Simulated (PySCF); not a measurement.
## Nuclear quadrupole coupling in `CC[Si@@H](CF)S[SiH3]`

Species: C₃H₁₁FSSi₂.
Numbering: `[CH3:1][CH2:2][Si@@H:3]([CH2:4][F:5])[S:6][SiH3:7]` (hydrogens: H8, H9, H10 on C1; H11, H12 on C2; H13 on Si3; H14, H15 on C4; H16, H17, H18 on Si7)

Geometry (GFN2-xTB, Å), atoms numbered from 1 in this order:
```
atom  x, y, z in Å
C1    -1.9690    2.0655   -0.4346
C2    -1.8673    0.5514   -0.5778
Si3   -0.2107   -0.1079    0.0668
C4    -0.1245   -2.0123   -0.1683
F5     1.0326   -2.4944    0.4170
S6     1.3370    0.8451   -1.0712
Si7    3.1163   -0.3182   -0.6679
H8    -1.9272    2.3543    0.6126
H9    -1.1438    2.5470   -0.9525
H10   -2.9030    2.4338   -0.8539
H11   -2.6910    0.0800   -0.0398
H12   -1.9886    0.2882   -1.6301
H13    0.0006    0.1558    1.4918
H14   -0.9513   -2.5345    0.3162
H15   -0.0866   -2.3172   -1.2165
H16    4.1536    0.5512   -1.1994
H17    3.2028   -0.5125    0.7699
H18    3.0114   -1.5690   -1.4036
```

Field gradients from the PBE0/pcSseg-1 density (PySCF, non-relativistic), principal values in atomic units, ordered |Vxx| ≤ |Vyy| ≤ |Vzz|:

| atom | Vxx | Vyy | Vzz |
| --- | --- | --- | --- |
| S6 | 0.2538 | 1.3768 | -1.6305 |

Problem. Find the asymmetry η = (Vxx − Vyy)/Vzz and the couplings χ = eQV/h (234.96 MHz × Q in barn × V in au), with Q(33S) = −0.0678 b.

Solution. 
| atom | environment | nucleus | η | χzz (MHz) | χxx (MHz) | χyy (MHz) |
| --- | --- | --- | --- | --- | --- | --- |
| S6 | sulfur bonded to 2 Si | 33S | 0.69 | 25.98 | -4.04 | -21.93 |

Problem. What is Vzz at S6 in SI units (1 au = 9.71736 × 10²¹ V/m²)?

Solution. -1.6305 au = -15.845 × 10²¹ V/m².

Problem. What couplings would deuterons (Q(2H) = 0.00286 b) have in place of the hydrogens, at this geometry?

Solution. 
```
atom  bonded to  bond length (Å)  Vzz (au)     η  χzz (kHz)
  H8         C1            1.087    0.3149  0.03        212
  H9         C1            1.087    0.3115  0.03        209
 H10         C1            1.088    0.3148  0.02        212
 H11         C2            1.091    0.3128  0.02        210
 H12         C2            1.091    0.3102  0.03        208
 H13        Si3            1.465    0.1612  0.00        108
 H14         C4            1.091    0.3019  0.10        203
 H15         C4            1.092    0.2984  0.10        201
 H16        Si7            1.454    0.1675  0.02        113
 H17        Si7            1.453    0.1684  0.04        113
 H18        Si7            1.455    0.1675  0.03        113
```

One conformer (not necessarily the lowest) at the GFN2-xTB geometry, without solvent, vibrations or thermal averaging. GFN2-xTB bond lengths can be off by several hundredths of an ångström, more for odd bonds, and the gradients follow them. With a basis this small, the couplings can be 20 % off.

These values come from a run that also computed NMR shieldings. Time: 62 s wall; peak memory 0.88 GiB. Hardware: one thread of an Intel Xeon at 2.50 GHz, no GPU, shared host.
